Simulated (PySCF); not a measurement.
Job for PySCF: R-B3LYP/6-31G* on CH3Cl (SMILES CCl) with ghost functions.

```python
from pyscf import gto, scf, dft, mp
from pyscf.data.elements import chemcore

mol = gto.M(
    atom='''
    C    -0.98282622   -0.21053215    4.00162853
    Cl    0.79180091   -0.14465524    3.74285541
    H    -1.17105131   -0.19942239    5.07080739
    H    -1.42798440    0.65651900    3.52339663
    H    -1.35734860   -1.12606997    3.55440377
    ghost-Si   -0.04433032   -0.18276299    0.20917285
    ghost-H    1.43163126   -0.12884760    0.25234098
    ghost-H   -0.49516683   -0.20174525   -1.20284866
    ghost-H   -0.61763443    1.00632505    0.87815218
    ghost-H   -0.52962084   -1.40791711    0.88265490
    ''',
    basis='6-31g*',
    cart=True,
    charge=0, spin=0, verbose=3, max_memory=1800)
mf = dft.RKS(mol, xc='b3lyp')
mf.conv_tol = 1e-8
mf.max_cycle = 100
mf.kernel()
if not mf.converged:
    mf = mf.newton().run(mf.mo_coeff, mf.mo_occ)
```

It printed:

```
converged SCF energy = -500.108917290164
```

The calculation finished and met its thresholds.

Cost: roughly 5 core-seconds.
